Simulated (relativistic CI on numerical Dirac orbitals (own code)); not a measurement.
**Pd⁵⁺: 4d valence photoemission**

Computed with this model: Dirac-Coulomb-Breit CI, separate exchange-only KLI orbitals for each configuration, model QED, valence Slater integrals scaled by 0.8, multiplet model of photoemission in the sudden approximation; configurations [Kr] 4d5 → [Kr] 4d4; 300 K; Lorentzian 0.21 eV and Gaussian 0.5 eV FWHM. Energies are those of the free ion, without screening or charge transfer. The energies are binding energies and can lie tens of eV above those of solids. S is read from ⟨S²⟩ = S(S + 1).

Field parameters in Wybourne normalisation: D3d B²₀ = −7Dσ, B⁴₀ = −14Dq − 21Dτ, B⁴₃ = −14√(10/7) Dq. The field is a parameter set, without covalency.

free ion: ground-state S = 2.48, centroid 83.42 eV. Peaks (eV, height): 83.5 (100).

D3d, 10Dq = 26000, Dσ = -1200, Dτ = -70 cm⁻¹: ground-state S = 0.63, centroid 82.69 eV. Peaks (eV, height): 81.9 (100), 83.4 (44), 85.0 (7).

D3d, 10Dq = 26000, Dσ = -240, Dτ = -70 cm⁻¹: ground-state S = 0.64, centroid 82.68 eV. Peaks (eV, height): 82.0 (100), 83.5 (45), 84.9 (7).

Strongest unbroadened transitions for D3d, 10Dq = 26000, Dσ = -240, Dτ = -70 cm⁻¹:

| Energy (eV) | Relative strength |
| --- | --- |
| 81.71 | 81.2 |
| 81.90 | 50.7 |
| 81.94 | 100.0 |
| 82.16 | 56.7 |
| 82.22 | 43.4 |
| 82.25 | 19.3 |
| 82.68 | 4.8 |
| 82.69 | 2.7 |
| 82.73 | 5.8 |
| 82.74 | 3.1 |
| 82.76 | 11.9 |
| 83.40 | 32.2 |
| 83.50 | 52.1 |
| 83.67 | 48.1 |
| 84.70 | 10.1 |
| 85.08 | 7.4 |
| 85.65 | 1.3 |
| 86.75 | 1.6 |
